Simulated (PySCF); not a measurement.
## Be⁺ (beryllium, charge +1): UHF calculation

Configuration: [He] 2s1, 2S determinant. Computed with PySCF 2.14 in cc-pVTZ-DK (4s3p2d1f, 30 functions), with the spin-free X2C one-electron Hamiltonian (Gaussian nucleus).

* Total energy: -14.279707 hartree
* One-electron energy: -17.6142 hartree
* Hartree (Coulomb) energy: 5.8422 hartree
* Exchange energy: -2.5077 hartree
* ⟨S²⟩: 0.7500
* ⟨L²⟩: 0.000
* Sum of ⟨r⟩: 3.112 bohr
* Sum of ⟨r²⟩: 6.558 bohr²
* Langevin diamagnetic susceptibility: -5.19 ×10⁻⁶ cm³/mol
* Time after the integrals: 0.04 s of wall time on 1 thread of Neoverse-V2 (shared host)

```
shell  electrons  mean orbital energy (hartree)  rms radius, mean of both spins (bohr)
 1s α          1                       -5.15905                                  0.482
 1s β          1                       -5.11986                                  0.482
 2s α          1                       -0.66626                                   2.47
```
